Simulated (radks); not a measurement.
Problem. Species: Ir2+. Configuration: [Kr] 4d10 4f14 5s1 5p6 5d8 (not the ground configuration). All-electron calculation, scalar-relativistic Kohn-Sham, r2SCAN, spin-polarised, spherical densities, finite nucleus; open shells are filled with parallel spins first (spin-orbit coupling, left out, can overturn this in heavy ions); meta-GGA in the generalised Kohn-Sham scheme; Fermi nuclear charge, rms radius 5.4032 fm. Program: a radial shooting solver on a logarithmic mesh with Libxc functionals. Some entries of the table are withheld. Estimate them.

| orbital | occ. | eigenvalue (eV) | <r> (bohr) | <1/r> (bohr^-1) |
|---|---|---|---|---|
| 1s up | 1 | -76221.72 | 0.01744 | 92.15 |
| 1s down | 1 | -76221.55 | 0.01744 | 92.15 |
| 2s up | 1 | -13379.67 | 0.07360 | 21.61 |
| 2s down | 1 | -13379.34 | 0.07360 | 21.61 |
| 2p up | 3 | -11625.40 | 0.06624 | 19.36 |
| 2p down | 3 | -11625.11 | 0.06624 | 19.36 |
| 3s up | 1 | -3156.793 | 0.1903 | 8.018 |
| 3s down | 1 | -3156.664 | 0.1903 | 8.018 |
| 3p up | 3 | -2641.486 | 0.1912 | 7.346 |
| 3p down | 3 | -2641.327 | 0.1912 | 7.346 |
| 3d up | 5 | -2072.811 | 0.1733 | 6.916 |
| 3d down | 5 | -2072.550 | 0.1733 | 6.916 |
| 4s up | 1 | -697.1119 | 0.4233 | 3.415 |
| 4s down | 1 | -696.6201 | 0.4233 | 3.414 |
| 4p up | 3 | -527.3471 | 0.4502 | 3.095 |
| 4p down | 3 | -526.8676 | 0.4500 | 3.095 |
| 4d up | 5 | -317.6730 | 0.4783 | 2.765 |
| 4d down | 5 | -317.0791 | 0.4777 | 2.767 |
| 5s up | 1 | -121.7919 | 0.9773 | 1.376 |
| 5s down | 0 | -118.4610 | 0.9772 | 1.378 |
| 4f up | 7 | -85.0088 | 0.5342 | 2.317 |
| 4f down | 7 | -84.1738 | 0.5315 | 2.325 |
| 5p up | 3 | (1) | 1.125 | 1.173 |
| 5p down | 3 | (2) | 1.128 | 1.170 |
| 5d up | 5 | -26.8588 | 1.557 | 0.8354 |
| 5d down | 3 | -24.5050 | 1.595 | 0.8171 |

Solution. 
(1) 5p up eigenvalue (eV): -77.5219
(2) 5p down eigenvalue (eV): -74.3602
